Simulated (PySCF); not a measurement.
Compound: C3H12Si2.
Geometry (GFN2-xTB, Å), atoms numbered from 1 in this order:
```xyz
17
C3H12Si2 angstrom
C      2.6767    0.3420   -0.0952
C      1.2161    0.4611    0.3214
Si     0.1821   -1.0622   -0.1545
C     -1.6210   -0.8109    0.3920
Si    -2.4915    0.7404   -0.2714
H      2.7569    0.2257   -1.1736
H      3.2421    1.2270    0.1942
H      3.1396   -0.5245    0.3718
H      0.7887    1.3535   -0.1396
H      1.1667    0.6203    1.4005
H      0.7370   -2.2577    0.5031
H      0.2385   -1.2671   -1.6089
H     -2.1912   -1.6879    0.0863
H     -1.6637   -0.7937    1.4814
H     -1.8777    1.9455    0.2923
H     -2.4020    0.7863   -1.7329
H     -3.9043    0.7141    0.1230
```

PySCF closed-shell single points with density fitting, gas phase. The input was altered on purpose; the results of an altered input aren't properties of the species above.

Question: What comes out at PBE0/6-31G with: at most 96 cycles, all coordinates scaled by 1.1?

Answer: E = -699.9163 Eh; HOMO -7.99 eV, LUMO 0.33 eV (gap 8.32 eV), in 9 cycles. The distance C1···C2 goes from 1.524 to 1.676 Å, the nuclear repulsion from 287.39 to 261.26 Eh (it goes as one over the scale factor).

Coordinates of the altered input:
```
atom  x, y, z in Å
C1     2.9444    0.3761   -0.1047
C2     1.3377    0.5072    0.3536
Si3    0.2003   -1.1684   -0.1700
C4    -1.7831   -0.8920    0.4312
Si5   -2.7406    0.8144   -0.2986
H6     3.0326    0.2483   -1.2909
H7     3.5663    1.3498    0.2136
H8     3.4536   -0.5770    0.4089
H9     0.8676    1.4888   -0.1536
H10    1.2834    0.6823    1.5406
H11    0.8107   -2.4835    0.5535
H12    0.2624   -1.3938   -1.7697
H13   -2.4103   -1.8566    0.0950
H14   -1.8300   -0.8730    1.6296
H15   -2.0655    2.1401    0.3216
H16   -2.6422    0.8650   -1.9062
H17   -4.2947    0.7855    0.1353
```

The SCF part of the output:
```
final grid: 121944 points
cycle   1  E = -699.8920836591  dE = -8.767e-01  |g| = 2.792e-01  |ddm| = 3.134e+00
cycle   2  E = -699.8771817163  dE =  1.490e-02  |g| = 3.588e-01  |ddm| = 6.227e-01
cycle   3  E = -699.9159889439  dE = -3.881e-02  |g| = 2.982e-02  |ddm| = 3.581e-01
cycle   4  E = -699.9161872070  dE = -1.983e-04  |g| = 1.814e-02  |ddm| = 5.335e-02
cycle   5  E = -699.9162870033  dE = -9.980e-05  |g| = 3.446e-03  |ddm| = 2.033e-02
cycle   6  E = -699.9162907841  dE = -3.781e-06  |g| = 7.770e-04  |ddm| = 4.773e-03
cycle   7  E = -699.9162909552  dE = -1.711e-07  |g| = 2.970e-04  |ddm| = 1.015e-03
cycle   8  E = -699.9162909813  dE = -2.611e-08  |g| = 2.985e-05  |ddm| = 2.983e-04
cycle   9  E = -699.9162909817  dE = -3.673e-10  |g| = 4.834e-06  |ddm| = 5.852e-05
converged SCF energy = -699.9162909817
```
